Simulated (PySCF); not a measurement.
# Correlation energy of Ta⁺ (tantalum, charge +1)

[Xe] 4f14 5d3 6s1, high-spin 5F determinant. All numbers are calculated (PySCF 2.14, scalar relativity through the core potential, in aug-cc-pVDZ-PP with ECP60MDF (5s5p4d2f, 54 functions)). Frozen: 5s2 5p6; 4 electrons correlated.

MP2 pair energies summed by pair of shells (mhartree):

| pair | energy | share (%) |
| --- | --- | --- |
| 5d-6s | -10.68 | 50.4 |
| 5d-5d | -10.50 | 49.6 |

Total MP2 correlation energy: -21.18 mhartree.

Same-spin part -21.18 and opposite-spin part 0.00 mhartree; SCS-MP2 scales them by 1/3 and 6/5 to -7.06 mhartree.
